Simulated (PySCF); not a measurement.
[Ni(NH3)4]2+ holds Ni(II), d8, at total charge +2. The structure is a model geometry with rigid ligands and bond lengths from ionic radii, not a minimum; coordination tetrahedral, point group Td, metal–donor distances 2.00 Å.

```
17

Ni    0.000    0.000    0.000
N     1.155    1.155    1.155
H     0.995    0.995    2.149
H     2.149    0.995    0.995
H     0.995    2.149    0.995
N    -1.155   -1.155    1.155
H    -0.995   -0.995    2.149
H    -2.149   -0.995    0.995
H    -0.995   -2.149    0.995
N    -1.155    1.155   -1.155
H    -0.995    0.995   -2.149
H    -2.149    0.995   -0.995
H    -0.995    2.149   -0.995
N     1.155   -1.155   -1.155
H     0.995   -0.995   -2.149
H     2.149   -0.995   -0.995
H     0.995   -2.149   -0.995
```

Method (PySCF 2.14, density fitting): CASSCF(8,5) with orbitals averaged over all microstates of the shell, strongly contracted NEVPT2 on the averaged canonical orbitals; basis x2c-TZVPall on the metal, x2c-SVPall elsewhere; spin-free X2C; gas phase; spin-orbit coupling by state interaction with the mean-field operator over all roots.

Task: What is the ground state?

Result: 3T1 (S = 1, orbital degeneracy 3), with 3.9 electrons in the lower (e-type) set and 4.1 in the upper (t2-type) set, by NEVPT2.

Task: List the excited states of the same spin.

Result: By NEVPT2: 3T2 at 4936 cm⁻¹; 3A2 at 10622 cm⁻¹ (941 nm); 3T1 at 19491 cm⁻¹ (513 nm). The strongest, at 19491 cm⁻¹, has f = 1.5e-04.

Task: Which is the lowest state of another spin?

Result: 1T2 at 14872 cm⁻¹ by NEVPT2; CASSCF alone puts it at 16718 cm⁻¹ above the same ground state.

Task: Give the fitted ligand-field and repulsion parameters.

Result: At CASSCF level (the NEVPT2 levels don't fit a ligand-field model well): orbital energies 0, 0, 4326, 4326, 4326 cm⁻¹; 10Dq = 4326 cm⁻¹; B = 1236 cm⁻¹; C = 4638 cm⁻¹; B over its free-ion value at the same level 0.938; rms of the fit 169 cm⁻¹; ζ = 637 cm⁻¹ (free ion 660).

Task: What magnetic behaviour follows?

Result: Degenerate or low-lying orbital states mix with the ground state, so no spin-only Hamiltonian applies. The lowest spin-orbit level is 1-fold; the next lies at 400.2 cm⁻¹. μeff is 4.20 μB at 300 K and 0.94 μB at 10 K; the spin-only value is 2.83 μB.

The ground state is orbitally degenerate in this regular structure, which would distort (Jahn–Teller), so its moment is that of the undistorted model. NEVPT2 lifts 3T2 from 3414 to 4936 cm⁻¹; on the d shell alone such lifts tend to overshoot.

The job took 11 s on one thread of Arm Neoverse V2 (shared host), with 164 basis functions, launched as `OMP_NUM_THREADS=1 python lf_run.py task.json out`.
